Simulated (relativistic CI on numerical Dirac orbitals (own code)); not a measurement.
## Electric-dipole transitions in Yb XLVII

Method of calculation: Dirac-Coulomb-Breit CI, orbitals from a KLI potential per configuration, model QED (radiative potential, 1s self-energy scaled to tabulated hydrogen-like ionisation energies), unscaled Slater integrals (own radial code, finite nucleus).

Configurations in the expansion (outside the closed core [Ne]): 3s2 3p6 3d6, 3s2 3p5 3d7, 3s2 3p4 3d8, 3s 3p6 3d7, 3p6 3d8, 3s 3p5 3d8, 3s2 3p6 3d5 4s, 3s2 3p6 3d5 4p, 3s2 3p4 3d7 4s, 3s2 3p6 3d5 4d, 3s2 3p5 3d6 4s, 3s2 3p6 3d5 4f, 3s2 3p6 3d4 4s2, 3s 3p6 3d6 4s, 3p6 3d7 4s, 3p6 3d7 4p. Levels of other configurations are missing.

| λ vac (nm) | Lower | Upper | A (s⁻¹) | gf | Branching (%) |
| --- | --- | --- | --- | --- | --- |
| 2.1074 | 3s2 3p6 3d6 1I_6 [21] | 3s2 3p5 3d7 3G°_5 [127] | 3.90e+12 | 2.86e+00 | 68.8 |
| 2.1120 | 3s2 3p6 3d6 3H_5 [20] | 3s2 3p5 3d7 3F°_4 [123] | 2.17e+12 | 1.31e+00 | 46.1 |
| 2.1357 | 3s2 3p6 3d6 3D_3 [10] | 3s2 3p5 3d7 3D°_2 [110] | 2.53e+12 | 8.66e-01 | 52.0 |
| 2.1403 | 3s2 3p6 3d6 1G_4 [31] | 3s2 3p5 3d7 3F°_3 [143] | 3.25e+12 | 1.56e+00 | 78.4 |
| 2.1404 | 3s2 3p6 3d6 3G_5 [7] | 3s2 3p5 3d7 3G°_5 [108] | 1.27e+12 | 9.63e-01 | 23.7 |
| 2.1408 | 3s2 3p6 3d6 3H_6 [8] | 3s2 3p5 3d7 3G°_5 [108] | 3.72e+12 | 2.81e+00 | 69.2 |
| 2.1417 | 3s2 3p6 3d6 1G_4 [24] | 3s2 3p5 3d7 3F°_3 [125] | 2.12e+12 | 1.02e+00 | 49.4 |
| 2.1452 | 3s2 3p6 3d6 1G_4 [31] | 3s2 3p5 3d7 1G°_4 [142] | 3.03e+12 | 1.88e+00 | 79.5 |
| 2.1493 | 3s2 3p6 3d6 5D_3 [4] | 3s2 3p5 3d7 3F°_4 [107] | 1.04e+12 | 6.49e-01 | 23.8 |
| 2.1540 | 3s2 3p6 3d6 1G_4 [12] | 3s2 3p5 3d7 3F°_3 [112] | 3.26e+12 | 1.59e+00 | 65.9 |
| 2.1569 | 3s2 3p6 3d6 5D_4 [5] | 3s2 3p5 3d7 3F°_4 [107] | 1.38e+12 | 8.66e-01 | 31.5 |
| 2.1860 | 3s2 3p6 3d6 3G_5 [7] | 3s2 3p5 3d7 3F°_4 [107] | 1.49e+12 | 9.63e-01 | 34.1 |
| 2.1901 | 3s2 3p6 3d6 3F_3 [15] | 3s2 3p5 3d7 3D°_2 [111] | 2.12e+12 | 7.62e-01 | 46.3 |
| 2.2029 | 3s2 3p6 3d6 1I_6 [21] | 3s2 3p5 3d7 1I°_6 [120] | 1.62e+12 | 1.53e+00 | 82.6 |
| 2.6219 | 3s2 3p5 3d7 5G°_6 [35] | 3s 3p6 3d7 5F_5 [169] | 2.23e+12 | 2.53e+00 | 67.5 |
| 2.6220 | 3s2 3p5 3d7 5G°_5 [45] | 3s 3p6 3d7 5F_4 [191] | 1.60e+12 | 1.49e+00 | 52.7 |
| 2.6226 | 3s2 3p5 3d7 3H°_6 [47] | 3s 3p6 3d7 3G_5 [194] | 1.89e+12 | 2.14e+00 | 62.2 |
| 2.6634 | 3s2 3p5 3d7 3I°_7 [54] | 3s 3p6 3d7 3H_6 [197] | 1.28e+12 | 1.76e+00 | 48.8 |
| 3.0621 | 3s2 3p6 3d6 5D_4 [5] | 3s2 3p5 3d7 3F°_3 [70] | 1.31e+12 | 1.29e+00 | 71.2 |
| 3.0876 | 3s2 3p6 3d6 3P_2 [2] | 3s2 3p5 3d7 3P°_1 [48] | 8.83e+11 | 3.79e-01 | 56.4 |
| 3.0965 | 3s2 3p6 3d6 3G_5 [7] | 3s2 3p5 3d7 3F°_4 [71] | 1.46e+12 | 1.89e+00 | 77.7 |
| 3.0966 | 3s2 3p6 3d6 5D_3 [4] | 3s2 3p5 3d7 5D°_2 [67] | 5.39e+11 | 3.87e-01 | 39.6 |
| 3.1051 | 3s2 3p6 3d6 5D_4 [5] | 3s2 3p5 3d7 3F°_3 [68] | 3.71e+11 | 3.75e-01 | 34.9 |
| 3.1069 | 3s2 3p6 3d6 3F_4 [1] | 3s2 3p5 3d7 3D°_3 [44] | 1.61e+12 | 1.64e+00 | 92.0 |
| 3.1203 | 3s2 3p6 3d6 3H_4 [18] | 3s2 3p5 3d7 3G°_3 [94] | 1.05e+12 | 1.07e+00 | 63.4 |
| 3.1230 | 3s2 3p6 3d6 3G_5 [7] | 3s2 3p5 3d7 3G°_5 [69] | 2.67e+11 | 4.30e-01 | 16.3 |
| 3.1237 | 3s2 3p6 3d6 3H_6 [8] | 3s2 3p5 3d7 3G°_5 [69] | 1.22e+12 | 1.97e+00 | 74.6 |
| 3.1557 | 3s2 3p6 3d6 3P_2 [2] | 3s2 3p5 3d7 3D°_1 [46] | 5.75e+11 | 2.58e-01 | 71.4 |
| 3.1736 | 3s2 3p6 3d6 1I_6 [21] | 3s2 3p5 3d7 1H°_5 [96] | 1.22e+12 | 2.02e+00 | 78.3 |
| 3.1840 | 3s2 3p6 3d6 3F_4 [27] | 3s2 3p5 3d7 3D°_3 [101] | 1.06e+12 | 1.12e+00 | 74.6 |
| 3.1902 | 3s2 3p6 3d6 1G_4 [12] | 3s2 3p5 3d7 3F°_3 [78] | 5.86e+11 | 6.26e-01 | 64.4 |
| 3.1907 | 3s2 3p6 3d6 3F_3 [15] | 3s2 3p5 3d7 3D°_2 [81] | 9.74e+11 | 7.43e-01 | 64.6 |
| 3.1926 | 3s2 3p6 3d6 3F_4 [1] | 3s2 3p5 3d7 3F°_4 [43] | 1.27e+12 | 1.75e+00 | 98.8 |
| 3.1947 | 3s2 3p6 3d6 3H_5 [20] | 3s2 3p5 3d7 3G°_4 [92] | 9.04e+11 | 1.24e+00 | 69.0 |
| 3.2123 | 3s2 3p6 3d6 3P_0 [3] | 3s2 3p5 3d7 3P°_1 [48] | 6.56e+11 | 3.04e-01 | 41.9 |
| 3.2230 | 3s2 3p6 3d6 1G_4 [12] | 3s2 3p5 3d7 3G°_4 [75] | 5.60e+11 | 7.84e-01 | 61.3 |
| 3.2444 | 3s2 3p5 3d7 3F°_4 [43] | 3s2 3p4 3d8 3F_4 [152] | 1.31e+12 | 1.87e+00 | 53.6 |
| 3.2499 | 3s2 3p6 3d6 5D_3 [4] | 3s2 3p5 3d7 3D°_3 [59] | 4.75e+11 | 5.27e-01 | 67.5 |
| 3.2540 | 3s2 3p6 3d6 3P_2 [2] | 3s2 3p5 3d7 3D°_3 [42] | 4.25e+11 | 4.72e-01 | 91.7 |
| 3.2545 | 3s2 3p6 3d6 5D_3 [4] | 3s2 3p5 3d7 3F°_3 [58] | 4.52e+11 | 5.02e-01 | 66.7 |
| 3.2710 | 3s2 3p6 3d6 3H_6 [8] | 3s2 3p5 3d7 3H°_6 [62] | 8.84e+11 | 1.84e+00 | 95.4 |
| 3.2878 | 3s2 3p6 3d6 5D_4 [5] | 3s2 3p5 3d7 3F°_4 [57] | 6.12e+11 | 8.93e-01 | 78.5 |
| 3.3031 | 3s2 3p6 3d6 3P_2 [2] | 3s2 3p5 3d7 3P°_2 [41] | 7.85e+11 | 6.42e-01 | 97.4 |
| 3.3646 | 3s2 3p6 3d6 3G_5 [7] | 3s2 3p5 3d7 3H°_5 [56] | 3.10e+11 | 5.78e-01 | 59.0 |
| 3.4741 | 3s2 3p6 3d6 3F_4 [1] | 3s2 3p5 3d7 3G°_5 [37] | 2.46e+11 | 4.90e-01 | 91.6 |

Terms are leading LS components. Brackets give the number of a level in order of energy, since labels repeat. The list gives strong lines, with weight on those to low levels, without lines whose two gauges differ by over a factor of 2.5, among the lowest 200 of 2618 levels, so that lines to higher ones, which can be the strongest, are missing. Levels whose partners in the same complex of configurations lie outside the list can be far off, and so can their lines. Rates are taken at the computed energies, electric ones in the length gauge.

At this charge energies of transitions that change n are usually good to better than 1 %, and those within a shell (Δn = 0) to a few per cent.

LS names give the leading component of a level, which can be under half, so a name can repeat, a term be missing and a line seem to break the LS rules.
